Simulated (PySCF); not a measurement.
NbO, SMILES [O]=[Nb] (connectivity only; charge and spin as stated), neutral, multiplicity 4. Atoms are numbered in the order given.

```xyz
2

Nb     0.0000     0.0000    -0.2736
O      0.0000     0.0000     1.4021
```
Charge 0, spin multiplicity 4.

Geometry optimised at PBE0-D3(BJ)/def2-TZVPD. The multiplicity is an assumed one; other spin states were not compared. The def2 effective core potentials stand for the cores of Nb; spin–orbit coupling is left out.

Calculation: PBE0-D3(BJ)/def2-TZVPD (PySCF 2.14.0).

Frequencies are harmonic and unscaled.

Computed vibrational spectrum:
```
mode  ν (cm⁻¹)  IR (km/mol)  moving atoms (share of kinetic energy)
----  --------  -----------  --------------------------------------
1         1041        186.2                         O 85 %, Nb 15 %
```
